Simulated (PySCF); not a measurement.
All numbers come from PBE0/[Mo def2-TZVP with ECP28, S def2-TZVP], scalar-relativistic core potentials, density fitting, no spin–orbit coupling, PySCF. Open shells, if any, are unrestricted.

Question: What spin state, shape and geometry does isolated MoS₂ take (every ligand bound to Mo)?

Answer: Formally Mo is in oxidation state +4, d2, with 2 unpaired electrons (the high-spin count). The Mulliken spin on Mo is 2.35. The polar-tensor charge on Mo, 1.08, is far below the formal one. The lowest minimum found is a triplet of C2v symmetry with Mo–S 2.099 Å (×2); S–Mo–S 114.0°. Its harmonic wavenumbers are 169 (a1), 556 (a1), 563 (b2) cm⁻¹ and its dipole moment is 3.81 D.

Other isomers or separated fragments may lie lower. With open d or f shells other occupations or spin states may lie lower.
